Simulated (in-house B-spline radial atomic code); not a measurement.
## The bromine ion Br¹⁰⁺: [Ne] 3s2 (3p1/2)2 (3p3/2)2 3d9 (with a hole in an inner shell)

Level of theory: Dirac-Hartree-Fock, average of the jj configuration, Fermi nucleus of rms radius 4.1629 fm; calculated with an all-electron radial atomic-structure program (B-spline basis).

Z_r = [3n² - l(l+1)]/(2<r>); Z_e = n√(-2ε); the last column is Slater's effective charge. Values are occupation-weighted means over j. An effective charge above Z reflects the relativistic contraction of the inner shells.

```tsv
shell	electrons	ε (eV)	<r> (bohr)	Z_r	Z_e	Slater
1s	2	-13816	0.04272	35.11	31.87	34.70
2s	2	-2066	0.1883	31.86	24.65	30.85
2p	6	-1846.5	0.1651	30.28	23.30	30.85
3s	2	-488.76	0.5324	25.36	17.98	24.45
3p	4	-423.49	0.5351	23.36	16.74	24.45
3d	9	-303.05	0.5264	19.95	14.16	16.20
```

The least bound orbital is 3d5/2 at -301.2 eV, while the most diffuse is 3p3/2 (<r> = 0.539 bohr against 0.5278 bohr): energy order and size order differ.

For the 1s electron the small component carries 1.61 % of the norm, the zero-frequency Breit interaction raises the level by 21.46 eV, self-energy by 11.38 eV, and vacuum polarisation lowers it by 1.162 eV.

The density falls to 0.001 bohr⁻³ at 1.676 bohr; Σ<r²> = 5.2487 bohr² gives, by the non-relativistic formula and without the paramagnetism of open shells, a Langevin diamagnetic susceptibility of -4.157×10⁻⁶ cm³/mol.
